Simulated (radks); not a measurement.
Task: Numerical settings for the niobium ion Nb+, [Kr] 4d4. Method: Dirac Kohn-Sham, PBEsol, spin-unpolarised, spherical densities, point nucleus; open shells are shared between the two j in proportion to 2j + 1; computed with a radial shooting solver on a logarithmic mesh with Libxc functionals. The defaults (mesh step 0.008 in ln r, mesh end at 40 bohr or more with all orbitals vanishing there, Anderson mixing 0.5 over 9 steps, residual threshold near 1e-9 with the energy settled to 1e-9 hartree or 1e-11 of itself, here a cap of 58 iterations) give E = -3817.7509 hartree and 4d5/2 at -9.239 eV in 14 iterations. Run on one thread of a shared host, so times are rough (Arm Neoverse V1): 0.14 s of CPU time, 0.14 s wall, 14 iterations on 2546 mesh points. One setting is changed at a time: mesh step in ln r 0.12; mesh step in ln r 0.012; mesh step in ln r 0.02; mesh end (bohr) 5; mesh end (bohr) 2; residual threshold 1e-13; residual threshold 0.001; mixing 1.5; linear mixing, mixing 0.05; linear mixing, mixing 1; mixing history 3; iteration cap 2. Which runs fail to converge, and which converge to a wrong energy?

Result: Not converged within the cap: mesh step in ln r 0.12; linear mixing, mixing 0.05; linear mixing, mixing 1; iteration cap 2. Settled on a wrong energy, with an occupied level pushed above zero by the early mesh end: mesh end (bohr) 2 (+8.49 hartree). Apart from these: settings that end as converged yet miss the energy by more than 1 mhartree: mesh end (bohr) 5 (+0.0478 hartree).
